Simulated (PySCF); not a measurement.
## A barrier at the coupled-cluster level

Start structure (BH4SBr, singlet), relaxed at PBE0-D4/def2-TZVP:

B1  (-0.438, -0.306, -1.180)
S2  (1.147, 0.088, -0.490)
H3  (-0.717, -1.463, -1.196)
H4  (-1.158, 0.545, -1.594)
H5  (0.295, -0.117, 1.868)
Br6  (-0.236, -0.164, 3.196)
H7  (1.110, 1.427, -0.605)
(Å)

The step: BH₃S ([BH2][SH]) + HBr → BH₂Br ([BH2][Br]) + H₂S (still joined by a long B–S bond); bonds formed: B1–Br6, S2–H5; bonds broken: H5–Br6; bonds weakened to dative contacts: B1–S2. Program: PySCF 2.14 with density fitting (its default auxiliary sets; JK sets also for MP2 and CCSD(T)). Basis: def2-TZVPP and def2-QZVPP. Cores are frozen in the correlated methods. Filled d shells of the heavier atoms are correlated. The def2 sets are not built for correlating such inner shells, so the correlated values are less sure here. Extrapolation: Hartree–Fock as exp(−7.88 √X), correlation as X^−2.97. Energies below are by CCSD(T) at an estimated basis limit (MP2 extrapolated from triple and quadruple zeta, plus CCSD(T) − MP2 in triple zeta).

(1) What are the electronic barrier and the energy of the step, from the start structure to the end structure? (An estimate is asked for; the value comes from the calculation.)

T1 diagnostic: at most 0.011.

Answers

(1) Computed: Barrier 0.616 eV; step energy -0.266 eV (downhill); reverse barrier, their difference, 0.882 eV. Barrier and step energy count from the start structure, the reverse barrier from the end structure.

The saddle point: One imaginary mode of 593i cm⁻¹.
| pair | start (Å) | saddle (Å) | end (Å) |
| --- | --- | --- | --- |
| B1–Br6 | 4.38 | 2.35 | 2.00 |
| S2–H5 | 2.52 | 1.76 | 1.35 |
| B1–S2 | 1.77 | 1.90 | 1.99 |
| H5–Br6 | 1.43 | 1.61 | 3.18 |

Zero-point energy (harmonic, PBE0-D4): ZPE is 1.026 eV at the start and 0.995 eV at the saddle, so the barrier goes from 0.616 to 0.584 eV.

Labels in which every atom is bracketed show which atoms are joined, not bond orders.

For scale, one of the runs: CCSD(T)/def2-TZVPP, 177 basis functions, launched by `OMP_NUM_THREADS=4 python run.py`. Hardware: 4 CPU threads of an Arm Neoverse V1, shared host. Wall time 6.3 min; peak host memory 1.9 GiB.
